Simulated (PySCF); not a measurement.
Computed shifts of a molecule C₃H₉NSi₂, KT2/pcSseg-1 (PySCF), GIAO, gas phase, atoms alike by connectivity averaged where their shifts nearly agree, in ppm (number of nuclei): ¹³C: 159.2 (1), 136.9 (1), 28.7 (1). ²⁹Si: -22.3 (1), -26.6 (1). ¹⁵N: 2.8 (1). ¹H: 6.88 (1), 5.73 (2), 5.62 (2), 2.52 (3), -0.24 (1). References: ¹³C against TMS (σ = 185.1 ppm); ²⁹Si against TMS (σ = 361.9 ppm); ¹⁵N against NH3 (σ = 266.2 ppm); ¹H against TMS (σ = 31.47 ppm), references at their B3LYP-D3(BJ)/def2-TZVP geometries, non-relativistic. Geometry: B3LYP-D3(BJ)/def2-SVP. Other conformers were not sampled.

Q: Which molecule gave these data?
(A) C=C=C[SiH2][SiH2]N
(B) [SiH3]C1=CCN[SiH2]1
(C) CC1=C[SiH2]N[SiH2]1
(D) C=C[C@H]1N[SiH2][SiH2]1

A: C, CC1=C[SiH2]N[SiH2]1
